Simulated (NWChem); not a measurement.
The numbers come from NWChem runs, not from measurements. System: C$_{2}$H$_{6}$Mg, charge 0, spin multiplicity 1, at a geometry optimised with PBE/def2-SVP. The structure started from a generated list of species. Level: RHF/6-311G** (spherical d).

Job file:

```
start mol
memory heap 200 mb stack 900 mb global 1100 mb
geometry units angstroms nocenter noautoz
  Mg     0.000000     0.000000     0.000320
  C     -0.273803    -2.092299    -0.000142
  H      0.013337    -2.551499    -0.971225
  H     -1.333002    -2.374641     0.186460
  H      0.334171    -2.594567     0.783695
  C      0.273803     2.092299    -0.000142
  H      1.333002     2.374641     0.186460
  H     -0.334171     2.594567     0.783695
  H     -0.013337     2.551499    -0.971225
  symmetry group C2
end
basis spherical
  * library 6-311g**
end
scf
  rhf
  nopen 0
  maxiter 100
  thresh 1e-7
  semidirect memsize 60000000 filesize 0
end
task scf energy
```

Output (cleaned and shortened):

```
             Northwest Computational Chemistry Package (NWChem) 7.3.0
             --------------------------------------------------------

                                NWChem Input Module
                                -------------------

 Scaling coordinates for geometry "geometry" by  1.889725989
 (inverse scale =  0.529177249)

 Turning off AUTOSYM since
 SYMMETRY directive was detected!

                             Geometry "geometry" -> ""
                             -------------------------

 Output coordinates in angstroms (scale by  1.889725989 to convert to a.u.)

  No.       Tag          Charge          X              Y              Z
 ---- ---------------- ---------- -------------- -------------- --------------
    1 Mg                  12.0000     0.00000000     0.00000000     0.00032000
    2 C                    6.0000    -0.27380300    -2.09229900    -0.00014200
    3 H                    1.0000     0.01333700    -2.55149900    -0.97122500
    4 H                    1.0000    -1.33300200    -2.37464100     0.18646000
    5 H                    1.0000     0.33417100    -2.59456700     0.78369500
    6 C                    6.0000     0.27380300     2.09229900    -0.00014200
    7 H                    1.0000     1.33300200     2.37464100     0.18646000
    8 H                    1.0000    -0.33417100     2.59456700     0.78369500
    9 H                    1.0000    -0.01333700     2.55149900    -0.97122500

 Effective nuclear repulsion energy (a.u.)      78.4090148780

            Nuclear Dipole moment (a.u.)
            ----------------------------
        X                 Y               Z
 ---------------- ---------------- ----------------
     0.0000000000     0.0000000000    -0.0000075589

      Symmetry information
      --------------------

 Group name             C2
 Group number              4
 Group order               2
 No. of unique centers     5

      Symmetry unique atoms

     1    2    3    4    5


 Summary of "ao basis" -> "" (spherical)
 ------------------------------------------------------------------------------
       Tag                 Description            Shells   Functions and Types
 ---------------- ------------------------------  ------  ---------------------
 *                          6-311g**                  on all atoms

 Summary of "ao basis" -> "ao basis" (spherical)
 ------------------------------------------------------------------------------
       Tag                 Description            Shells   Functions and Types
 ---------------- ------------------------------  ------  ---------------------
 Mg                         6-311g**                12       26   6s5p1d
 C                          6-311g**                 8       18   4s3p1d
 H                          6-311g**                 4        6   3s1p

                                 NWChem SCF Module
                                 -----------------

  ao basis        = "ao basis"
  functions       =    98
  atoms           =     9
  closed shells   =    15
  open shells     =     0
  charge          =   0.00
  wavefunction    = RHF
  use symmetry    = T
  symmetry adapt  = T

 Summary of "ao basis" -> "ao basis" (spherical)
 ------------------------------------------------------------------------------
       Tag                 Description            Shells   Functions and Types
 ---------------- ------------------------------  ------  ---------------------
 Mg                         6-311g**                12       26   6s5p1d
[...]
                 3     -278.8296630676  8.46D-03  3.95D-03      0.8
                 4     -278.8296797712  4.40D-05  1.51D-05      1.0
                 5     -278.8296797714  9.47D-09  1.97D-09      1.3

       Final RHF  results
       ------------------

         Total SCF energy =   -278.829679771422
      One-electron energy =   -541.719802351609
      Two-electron energy =    184.481107702205
 Nuclear repulsion energy =     78.409014877981

        Time for solution =      0.7s

       Symmetry analysis of molecular orbitals - final
       -----------------------------------------------

  Numbering of irreducible representations:

     1 a           2 b

  Orbital symmetries:

     1 a           2 b           3 a           4 a           5 a
     6 b           7 b           8 a           9 b          10 a
    11 b          12 b          13 a          14 a          15 b
    16 a          17 b          18 a          19 b          20 a
    21 b          22 a          23 a          24 b          25 a

             Final eigenvalues
             -----------------

              1
    1  -49.0066
    2  -11.1739
    3  -11.1739
    4   -3.7420
    5   -2.2636
    6   -2.2636
    7   -2.2610
    8   -0.8757
    9   -0.8733
   10   -0.5047
   11   -0.5047
   12   -0.5035
   13   -0.5035
   14   -0.3894
   15   -0.3393
   16    0.0602
   17    0.0602
   18    0.0634
   19    0.1004
   20    0.1889
   21    0.1889
   22    0.2373
   23    0.2460
   24    0.2460
   25    0.2570

                       ROHF Final Molecular Orbital Analysis
                       -------------------------------------

 Vector   13  Occ=2.000000D+00  E=-5.035152D-01  Symmetry=a
              MO Center= -3.1D-13, -7.0D-14,  1.3D-01, r^2= 6.7D+00
   Bfn.  Coefficient  Atom+Function         Bfn.  Coefficient  Atom+Function
  ----- ------------  ---------------      ----- ------------  ---------------
    33      0.199276  2 C  px                69     -0.199276  6 C  px
    52     -0.175622  4 H  s                 82     -0.175622  7 H  s

 Vector   14  Occ=2.000000D+00  E=-3.894214D-01  Symmetry=a
              MO Center=  2.2D-15,  1.7D-14,  3.7D-05, r^2= 4.3D+00
   Bfn.  Coefficient  Atom+Function         Bfn.  Coefficient  Atom+Function
  ----- ------------  ---------------      ----- ------------  ---------------
     5      0.399978  1 Mg s                 34      0.205008  2 C  py
    70     -0.205008  6 C  py                 4     -0.188740  1 Mg s
    38      0.188977  2 C  py                74     -0.188977  6 C  py

 Vector   15  Occ=2.000000D+00  E=-3.393403D-01  Symmetry=b
              MO Center= -4.2D-15, -2.4D-14, -1.5D-05, r^2= 4.7D+00
   Bfn.  Coefficient  Atom+Function         Bfn.  Coefficient  Atom+Function
  ----- ------------  ---------------      ----- ------------  ---------------
    38      0.257796  2 C  py                74      0.257796  6 C  py
    34      0.234305  2 C  py                70      0.234305  6 C  py
    36      0.174229  2 C  s                 72     -0.174229  6 C  s
    17     -0.151807  1 Mg py

 Vector   16  Occ=0.000000D+00  E= 6.015587D-02  Symmetry=a
              MO Center=  5.0D-17, -1.1D-16,  6.1D-02, r^2= 1.1D+01
   Bfn.  Coefficient  Atom+Function         Bfn.  Coefficient  Atom+Function
  ----- ------------  ---------------      ----- ------------  ---------------
    21      1.192002  1 Mg pz                47      0.219462  3 H  s
    95      0.219462  9 H  s                 59     -0.176328  5 H  s
    89     -0.176328  8 H  s

 Vector   17  Occ=0.000000D+00  E= 6.016467D-02  Symmetry=b
              MO Center=  6.8D-16, -8.4D-17, -4.5D-02, r^2= 1.1D+01
   Bfn.  Coefficient  Atom+Function         Bfn.  Coefficient  Atom+Function
  ----- ------------  ---------------      ----- ------------  ---------------
    19      1.182101  1 Mg px                53      0.228726  4 H  s
    83     -0.228726  7 H  s                 20     -0.154079  1 Mg py
    59     -0.151391  5 H  s                 89      0.151391  8 H  s

 Vector   18  Occ=0.000000D+00  E= 6.340516D-02  Symmetry=a
              MO Center=  3.1D-15,  4.8D-16, -1.5D-02, r^2= 7.8D+00
   Bfn.  Coefficient  Atom+Function         Bfn.  Coefficient  Atom+Function
  ----- ------------  ---------------      ----- ------------  ---------------
     6      1.642740  1 Mg s                 36     -0.550317  2 C  s
    72     -0.550317  6 C  s                  5     -0.324968  1 Mg s
    38     -0.237146  2 C  py                74      0.237146  6 C  py

 center of mass
 --------------
 x =   0.00000000 y =   0.00000000 z =   0.00007381

 moments of inertia (a.u.)
 ------------------
         522.559930000812         -65.397573609911          -0.000000000000
         -65.397573609911          31.481236165692           0.000000000000
          -0.000000000000           0.000000000000         531.119450530959

  Mulliken analysis of the total density
  --------------------------------------

    Atom       Charge   Shell Charges
 -----------   ------   -------------------------------------------------------
    1 Mg  12    11.23   0.78  1.20  1.05  0.94  0.61  0.13  2.33  3.61  0.25  0.16  0.04  0.13
    2 C    6     6.67   1.10  0.89  0.58  0.69  1.51  0.60  1.27  0.03
    3 H    1     0.90   0.26  0.50  0.12  0.03
    4 H    1     0.90   0.26  0.50  0.12  0.03
    5 H    1     0.90   0.26  0.50  0.12  0.03
    6 C    6     6.67   1.10  0.89  0.58  0.69  1.51  0.60  1.27  0.03
    7 H    1     0.90   0.26  0.50  0.12  0.03
    8 H    1     0.90   0.26  0.50  0.12  0.03
    9 H    1     0.90   0.26  0.50  0.12  0.03

       Multipole analysis of the density wrt the origin
       ------------------------------------------------

     L   x y z        total         open         nuclear
     -   - - -        -----         ----         -------
     0   0 0 0     -0.000000      0.000000     30.000000

     1   1 0 0     -0.000000      0.000000      0.000000
     1   0 1 0      0.000000      0.000000      0.000000
     1   0 0 1      0.000480      0.000000     -0.000008

     2   2 0 0    -17.541255      0.000000     16.702232
     2   1 1 0     -1.389357      0.000000     40.721627
     2   1 0 1      0.000000      0.000000      0.000000
     2   0 2 0    -27.978628      0.000000    322.446649
     2   0 1 1      0.000000      0.000000      0.000000
     2   0 0 2    -17.358803      0.000000     11.371868

 Task  times  cpu:        1.3s     wall:        1.3s

 Total times  cpu:        1.3s     wall:        1.3s
```
